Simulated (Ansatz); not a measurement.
```yaml
crystal:
  periodic: [false, false, false]
  atoms:
    - {symbol: C, position_ang: [-0.083827, 1.143770, -0.937210]}
    - {symbol: B, position_ang: [-0.251057, -0.249821, -0.248905]}
    - {symbol: Si, position_ang: [0.651547, -0.671659, 1.512005]}
    - {symbol: S, position_ang: [-1.226930, -1.569367, -0.926286]}
    - {symbol: H, position_ang: [0.978389, 1.351951, -1.109580]}
    - {symbol: H, position_ang: [-0.426257, 1.936268, -0.261631]}
    - {symbol: H, position_ang: [-0.613061, 1.251341, -1.887070]}
    - {symbol: H, position_ang: [0.368126, -2.047284, 2.004824]}
    - {symbol: H, position_ang: [0.207108, 0.296728, 2.555743]}
    - {symbol: H, position_ang: [2.129189, -0.522913, 1.373630]}
    - {symbol: H, position_ang: [-1.667829, -0.976214, -2.054819]}
basis:
  gaussian: {orbitals: def2-TZVP, fitting: {mean_field: cc-pVTZ-jkfit}}
total_charge: 1
magnetization: {spin_polarized: true, initial_magnetization: 1}
hamiltonian: {xc: {name: M06-2X}}
scf: {lower_state_search: full}
```

```sh
$ ansatz run in.yaml --threads 2 --pin off --events-out ev --progress --plain --max-ram 4352MiB
```

Problem. How does Ansatz answer? (Estimate.)

Solution. Ansatz gave: The input was rejected before any iteration.
```
Error: YAML parse error: error: line 19 column 19: hamiltonian.xc: no functional is named "M06-2X"; the names, which are not case-sensitive, are SVWN5, SPW92, PBE, PBE0, PBEsol, revPBE, revPBE0, RPBE, rPW86-PBE, HSE06, wPBEh, LC-wPBE, HISS, HF, BLYP, B3LYP, B3LYP5, BHLYP, CAM-B3LYP, r2SCAN, r2SCANh, r2SCAN0, r2SCAN50, m-r2SCAN, B97, wB97, wB97X, wB97X-V, B97M-V, wB97M-V, B2PLYP, B2GP-PLYP, PBE0-DH, PBE-QIDH
17 | total_charge: 1
18 | magnetization: {spin_polarized: true, initial_magnetization: 1}
19 | hamiltonian: {xc: {name: M06-2X}}
20 | scf: {lower_state_search: full}
```

HSE06 is defined as in plane-wave codes.
